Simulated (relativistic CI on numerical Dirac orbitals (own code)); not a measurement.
# Hyperfine structure of Cd XXXI, mass number 111

Calculated at this level of theory: Dirac-Coulomb-Breit CI, KLI orbitals optimised for each configuration, model QED (radiative potential, 1s self-energy scaled to tabulated hydrogen-like ionisation energies), unscaled Slater integrals (own radial code, finite nucleus).

CI space (outside the closed core [Ne]): 3s2 3p6, 3s2 3p5 3d, 3s 3p6 3d, 3s2 3p5 4s, 3s2 3p5 4p, 3s2 3p5 4d, 3s 3p6 4s, 3p6 3d 4p, 3p6 3d2, 3p5 3d3, 3p5 3d2 4s, 3p5 3d2 4p, 3p5 3d2 4d, 3p6 3d 4s, 3p5 3d 4s2, 3p5 3d 4s 4p, 3p5 3d 4s 4d. Double excitations out of closed p, d and f shells are left out; levels of such configurations are missing from the list, as are those of other unlisted configurations, and high levels can miss mixing partners.

Nuclear spin I = 1/2, μ = -0.594 μN (tables of Stone and Pyykkö). The electronic factors are computed for point nuclear moments, without core polarisation or the Bohr-Weisskopf and QED corrections.

```json
{"Level": "3s2 3p5 3d 3P°_1", "E (eV)": "137.407", "A (GHz)": "-24.12"}
{"Level": "3s2 3p5 3d 3F°_3", "E (eV)": "142.775", "A (GHz)": "-38.97"}
{"Level": "3s2 3p5 3d 3F°_4", "E (eV)": "148.131", "A (GHz)": "-26.17"}
{"Level": "3s2 3p5 3d 3D°_3", "E (eV)": "158.083", "A (GHz)": "-23.12"}
{"Level": "3s2 3p5 3d 3D°_1", "E (eV)": "169.843", "A (GHz)": "10.22"}
{"Level": "3s2 3p5 3d 3F°_2", "E (eV)": "184.882", "A (GHz)": "-97.27"}
{"Level": "3s2 3p5 3d 1P°_1", "E (eV)": "216.350", "A (GHz)": "42.93"}
{"Level": "3s 3p6 3d 3D_1", "E (eV)": "299.839", "A (GHz)": "230.1"}
```

Levels with J = 0, under 50 % of one LS term, or S terms without an open s electron are left out. Small factors come from cancelling terms and can be off by tens of per cent or more.

At this charge energies of transitions that change n are usually good to better than 1 %, and those within a shell (Δn = 0) to a few per cent.

(1) Give the hyperfine levels of 3s2 3p5 3d 3F°_3 relative to its centre of gravity.

## Answers

(1) With K = F(F + 1) − I(I + 1) − J(J + 1), E = AK/2: F = 5/2: 77.94, F = 7/2: -58.45 GHz.

LS names give the leading component of a level, which can be under half, so a name can repeat, a term be missing and a line seem to break the LS rules.
